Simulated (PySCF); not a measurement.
Br₅W, SMILES [Br][W+]([Br])([Br])([Br])[Br], charge +1, multiplicity 1.

Geometry optimised at B3LYP-D3(BJ)/def2-SVP. The spin state was assumed, not searched. The def2 effective core potentials stand for the cores of W; spin–orbit coupling is left out.

The numbers are results of TDA-PBE/def2-SVPD run with PySCF, not measurements.

Vertical excitations; the highest root listed may be one member of a degenerate set. Isolated molecule, no solvent. State labels are in the subgroup C2v.

Computed lowest excited states:
```tsv
state	symmetry	energy (eV)	λ (nm)	f	main pairs
S1	B1	1.63	761	0.000	HOMO→LUMO 50 %, HOMO−1→LUMO+1 50 %
S2	A1	1.81	685	0.003	HOMO→LUMO+1, HOMO−1→LUMO, HOMO−2→LUMO+1 (degenerate set)
S3	B1	1.81	685	0.003	HOMO−1→LUMO+1, HOMO→LUMO, HOMO−2→LUMO (degenerate set)
S4	A2	2.15	577	0.000	HOMO−3→LUMO+1 50 %, HOMO−4→LUMO 50 %
S5	A2	2.28	544	0.000	HOMO−4→LUMO, HOMO−3→LUMO+1 (degenerate set)
S6	B2	2.28	544	0.000	HOMO−3→LUMO, HOMO−4→LUMO+1 (degenerate set)
T1	A1	1.40	886	0	HOMO→LUMO+1 50 %, HOMO−1→LUMO 50 %
T2	A1	1.50	828	0	HOMO−1→LUMO 49 %, HOMO→LUMO+1 49 %
```
Triplets are in the Tamm–Dancoff approximation.
